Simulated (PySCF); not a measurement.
C2H5BrGeO2 (SMILES C=[CH][Ge]([OH])([OH])[Br]), singlet, geometry from GFN2-xTB; CASSCF(8,7)/STO-3G in PySCF.

Here is a job for PySCF.
```python
from pyscf import gto, scf, mcscf
import numpy

mol = gto.Mole()
mol.atom = '''
    C    -2.698637    0.008478   -0.631259
    C    -1.711044   -0.789041   -0.988007
    Ge    0.159636   -0.539887   -0.411631
    O     1.321626   -0.212663   -1.687449
    O     0.779207   -1.977877    0.324652
    Br    0.277990    1.200862    1.097713
    H    -2.541942    0.864480    0.009047
    H    -3.712910   -0.163452   -0.957922
    H    -1.873884   -1.648329   -1.620820
    H     1.253800    0.598622   -2.185492
    H     1.688349   -2.197415    0.125385
'''
mol.basis = 'sto-3g'
mol.charge = 0
mol.spin = 0
mol.verbose = 4
mol.build()

mf = scf.RHF(mol)
mf.kernel()
mc = mcscf.CASSCF(mf, 7, 8)
mc.fix_spin_(ss=0.0)
mc.kernel()
occ = numpy.linalg.eigvalsh(mc.fcisolver.make_rdm1(mc.ci, mc.ncas, mc.nelecas))[::-1]
ss = mc.fcisolver.spin_square(mc.ci, mc.ncas, mc.nelecas)[0]
print('natural occupations', occ.round(4), ' <S^2>', round(ss, 4))
```

**Question.** Write the output that PySCF gives for this input, abridged.

**Answer.** 
```
PySCF version 2.14.0

[INPUT] verbose = 4
[INPUT] num. atoms = 11
[INPUT] num. electrons = 100
[INPUT] charge = 0
[INPUT] spin (= nelec alpha-beta = 2S) = 0
[INPUT] symmetry False subgroup None
[INPUT] Mole.unit = angstrom
[INPUT] Symbol           X                Y                Z      unit          X                Y                Z       unit  Magmom
[...]
nuclear repulsion = 796.845685039453
number of shells = 33
number of NR pGTOs = 183
number of NR cGTOs = 61
basis = sto-3g
ecp = {}

******** <class 'pyscf.scf.hf.RHF'> ********
method = RHF
initial guess = minao
damping factor = 0
level_shift factor = 0
DIIS = <class 'pyscf.scf.diis.CDIIS'>
diis_start_cycle = 1
diis_space = 8
diis_damp = 0
SCF conv_tol = 1e-09
SCF conv_tol_grad = None
SCF max_cycles = 50
direct_scf = True
direct_scf_tol = 1e-13
Set gradient conv threshold to 3.16228e-05
Initial guess from minao.
init E= -4816.06363836046
[...]
cycle= 1 E= -4821.68667528359  delta_E= -5.62  |g|= 0.637  |ddm|= 4.11
[...]
cycle= 2 E= -4821.85920981734  delta_E= -0.173  |g|= 0.151  |ddm|= 1.21
[...]
cycle= 3 E= -4821.8702433023  delta_E= -0.011  |g|= 0.0425  |ddm|= 0.325
[...]
cycle= 4 E= -4821.87142943042  delta_E= -0.00119  |g|= 0.0145  |ddm|= 0.107
[...]
cycle= 5 E= -4821.87152890975  delta_E= -9.95e-05  |g|= 0.00466  |ddm|= 0.03
[...]
cycle= 6 E= -4821.87154879017  delta_E= -1.99e-05  |g|= 0.00199  |ddm|= 0.0136
[...]
cycle= 7 E= -4821.87155137996  delta_E= -2.59e-06  |g|= 0.000349  |ddm|= 0.0059
[...]
cycle= 8 E= -4821.87155146413  delta_E= -8.42e-08  |g|= 8.47e-05  |ddm|= 0.000985
[...]
cycle= 9 E= -4821.87155146897  delta_E= -4.84e-09  |g|= 1.33e-05  |ddm|= 0.000254
[...]
cycle= 10 E= -4821.87155146907  delta_E= -9.91e-11  |g|= 3.65e-06  |ddm|= 3.58e-05
[...]
Extra cycle  E= -4821.87155146907  delta_E= 9.09e-13  |g|= 1.45e-06  |ddm|= 8.04e-06
converged SCF energy = -4821.87155146907

******** <class 'pyscf.mcscf.mc1step.CASSCF'> ********
CAS (4e+4e, 7o), ncore = 46, nvir = 8
max_cycle_macro = 50
max_cycle_micro = 4
conv_tol = 1e-07
conv_tol_grad = None
orbital rotation max_stepsize = 0.02
orbital rotation threshold for CI restart = 0.01
augmented hessian ah_max_cycle = 30
augmented hessian ah_conv_tol = 1e-12
augmented hessian ah_linear dependence = 1e-14
augmented hessian ah_level shift = 1e-08
augmented hessian ah_start_tol = 2.5
augmented hessian ah_start_cycle = 3
augmented hessian ah_grad_trust_region = 3
kf_trust_region = 3
kf_interval = 4
ci_response_space = 4
ci_grad_trust_region = 3
[...]
CASCI E = -4821.89941810198  S^2 = 0.0000000
[...]
               |grad[o]|=0.00054  |grad[c]|=0.00155  |ddm|=0.00116  |maxRot[o]|=0.0666
macro iter  41 (  7 JK    2 micro), CASSCF E = -4821.95923600179  dE = -3.33129110e-05  S^2 = 0.0000000
               |grad[o]|=0.000364  |grad[c]|=0.00345  |ddm|=0.000634  |maxRot[o]|=0.0682
macro iter  42 (  7 JK    2 micro), CASSCF E = -4821.95924265918  dE = -6.65738662e-06  S^2 = 0.0000000
               |grad[o]|=0.000184  |grad[c]|=0.00111  |ddm|=0.000204  |maxRot[o]|=0.0283
macro iter  43 (  7 JK    2 micro), CASSCF E = -4821.95924672067  dE = -4.06148865e-06  S^2 = 0.0000000
               |grad[o]|=0.000203  |grad[c]|=0.00065  |ddm|=0.000204  |maxRot[o]|=0.0246
macro iter  44 (  6 JK    1 micro), CASSCF E = -4821.95924953913  dE = -2.81846678e-06  S^2 = 0.0000000
               |grad[o]|=0.000146  |grad[c]|=0.00146  |ddm|=0.000141  |maxRot[o]|=0.0174
macro iter  45 ( 12 JK    3 micro), CASSCF E = -4821.95925998156  dE = -1.04424289e-05  S^2 = 0.0000000
               |grad[o]|=0.000195  |grad[c]|=0.00382  |ddm|=0.00175  |maxRot[o]|=0.0889
macro iter  46 (  9 JK    3 micro), CASSCF E = -4821.95927476731  dE = -1.47857418e-05  S^2 = 0.0000000
               |grad[o]|=0.000653  |grad[c]|=0.00256  |ddm|=0.00226  |maxRot[o]|=0.0862
macro iter  47 ( 12 JK    3 micro), CASSCF E = -4821.95925124408  dE =  2.35232274e-05  S^2 = 0.0000000
               |grad[o]|=0.000466  |grad[c]|=0.00777  |ddm|=0.00172  |maxRot[o]|=0.0732
macro iter  48 ( 12 JK    3 micro), CASSCF E = -4821.95928351420  dE = -3.22701189e-05  S^2 = 0.0000000
               |grad[o]|=0.00114  |grad[c]|=0.00112  |ddm|=0.000591  |maxRot[o]|=0.0404
macro iter  49 (  7 JK    2 micro), CASSCF E = -4821.95930234776  dE = -1.88335644e-05  S^2 = 0.0000000
               |grad[o]|=0.000532  |grad[c]|=0.00156  |ddm|=0.000522  |maxRot[o]|=0.0329
macro iter  50 (  7 JK    2 micro), CASSCF E = -4821.95932213919  dE = -1.97914324e-05  S^2 = 0.0000000
               |grad[o]|=0.000526  |grad[c]|=0.00237  |ddm|=0.00107  |maxRot[o]|=0.0492
1-step CASSCF not converged,  50 macro (592 JK 137 micro) steps
CASSCF canonicalization
Density matrix diagonal elements [1.89764777 1.98864943 1.98401851 1.98425879 0.10269199 0.02224954
 0.02048397]
CASSCF energy = -4821.95932213919
CASCI E = -4821.95932213919  E(CI) = -16.3336791037254  S^2 = 0.0000000
natural occupations [1.9989 1.9839 1.9757 1.8962 0.1041 0.0239 0.0174]  <S^2> 0.0
```

Convergence was not reached.
